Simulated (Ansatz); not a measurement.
ClH₃OSn (`[OH][SnH2][Cl]`), relaxed with RKS PBE0-D4/def2-TZVP in the Gaussian-basis code of Ansatz from a PBE-D4/def2-SVP geometry. The force threshold is 0.005 eV/Å; the program also tests the step.

Total charge 0; spin multiplicity 1. Sn: def2 effective core potential.

Start:

```xyz
6

O    -0.261    1.153   -1.066
Sn   -0.004   -0.083    0.489
Cl   -0.515   -2.289   -0.237
H     0.339    0.914   -1.800
H     1.643   -0.119    1.002
H    -1.203    0.424    1.611
```

```csv
step,energy (eV),largest force (eV/Å),largest move (Å)
1,-20446.5540,0.998,0.000
2,-20446.6054,0.218,0.088
3,-20446.6147,0.084,0.028
4 (rejected),-20446.6145,0.103,0.033
5,-20446.6154,0.006,0.016
6,-20446.6155,0.003,0.007
7,-20446.6155,0.022,0.021
8 (rejected),-20446.6155,0.020,0.006
9,-20446.6155,0.002,0.002
```

End:

```xyz
6

O    -0.215    1.129   -1.033
Sn   -0.004   -0.070    0.493
Cl   -0.497   -2.217   -0.266
H     0.289    0.861   -1.805
H     1.617   -0.113    1.009
H    -1.191    0.411    1.601
```

Hardware: 2 threads of a server CPU on a shared host. Wall time 21 s, peak host memory 0.31 GiB.
